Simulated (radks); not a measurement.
The numbers below are computed, except where a source is named.
Successive ionisation energies (eV) of one element, from differences of total energies of ions in their ground configurations, starting at charge 8: 160.54, 179.70, 199.25, 219.15, 256.72. Code: a radial shooting solver on a logarithmic mesh with Libxc functionals. Model: scalar-relativistic Kohn-Sham, PBE, spin-unpolarised, spherical densities, finite nucleus; Fermi nuclear charge, rms radius 5.3507 fm. Which element is it?

Answer. Tantalum (Z = 73). The first species listed is Ta8+ in [Kr] 4d10 4f13 5s2 5p4, the last Ta12+ in [Kr] 4d10 4f13 5s2.
